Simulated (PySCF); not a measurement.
ZnCl₂, SMILES [Cl][Zn][Cl].

The structure is a stationary point at B3LYP-D3(BJ)/def2-TZVP. The isomer is the one that the SMILES or the coordinates give; other isomers of the formula were not compared.

Calculation: IEF-PCM-B3LYP/def2-SVP in PySCF 2.14.0.

The values are the electrostatic part of the solvation free energy, E(continuum) − E(gas) at the gas-phase geometry, in a cavity of scaled van der Waals radii (PySCF's table); cavitation and dispersion terms are not included. A continuum can't describe solvent molecules that bind to the metal. In vacuum the orbital gap is 6.61 eV. The dipole moment in vacuum is 0.00 D.

```tsv
solvent	ε	ΔG(elec) (kcal/mol)	dipole (D)	gap (eV)
water	78.36	-18.7	0.00	7.24
cyclohexanone	15.62	-17.0	0.00	7.18
ethanol	24.85	-17.8	0.00	7.21
```
